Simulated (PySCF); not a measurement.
**Polarisability and C₆ of Ba⁺ (barium, charge +1)**

[Xe] 6s1, 2S determinant. Calculation: PySCF 2.14, in def2-QZVPPD with the def2 core potential (46 electrons) (7s5p3d2f1g, 60 functions); scalar relativity through the core potential. Coupled (time-dependent) response in atomic units; α is the mean over directions.

| method | mean α (bohr³) | C₆ (like pair) | S(−4) |
| --- | --- | --- | --- |
| UHF | 173.4 | 2093 | 24210 |
| PBE | 130.0 | 1419 | 13220 |
| PBE0 | 140.7 | 1578 | 15600 |
| LC-wPBE | 177.3 | 2155 | 25440 |
| TPSSh | 162.0 | 1901 | 21180 |

S(−4) is the Cauchy moment in α(ω) = α(0) + S(−4) ω² + …

α(iu) at PBE0:

```json
{"u (hartree)": "0", "α(iu) (bohr³)": "140.7"}
{"u (hartree)": "0.0500", "α(iu) (bohr³)": "110.7"}
{"u (hartree)": "0.100", "α(iu) (bohr³)": "69.68"}
{"u (hartree)": "0.200", "α(iu) (bohr³)": "32.56"}
{"u (hartree)": "0.300", "α(iu) (bohr³)": "20.53"}
{"u (hartree)": "0.500", "α(iu) (bohr³)": "12.17"}
{"u (hartree)": "0.750", "α(iu) (bohr³)": "8.028"}
{"u (hartree)": "1.00", "α(iu) (bohr³)": "5.749"}
{"u (hartree)": "1.50", "α(iu) (bohr³)": "3.314"}
{"u (hartree)": "2.00", "α(iu) (bohr³)": "2.119"}
{"u (hartree)": "3.00", "α(iu) (bohr³)": "1.057"}
{"u (hartree)": "5.00", "α(iu) (bohr³)": "0.4093"}
```

A single London oscillator, α(iu) = α/(1 + u²/ω²), gives C₆ = (3/4) ω α². Matching the computed C₆ needs ω = 4 × 1578 / (3 × 140.7²) = 0.106 hartree.

For an ion, C₆ is the dispersion term alone; charge-induced terms of lower order in 1/R come first.

Energies and moments cover only the electrons outside the core potential. Spin-orbit coupling, which splits the p, d and f shells strongly at this Z, is absent.
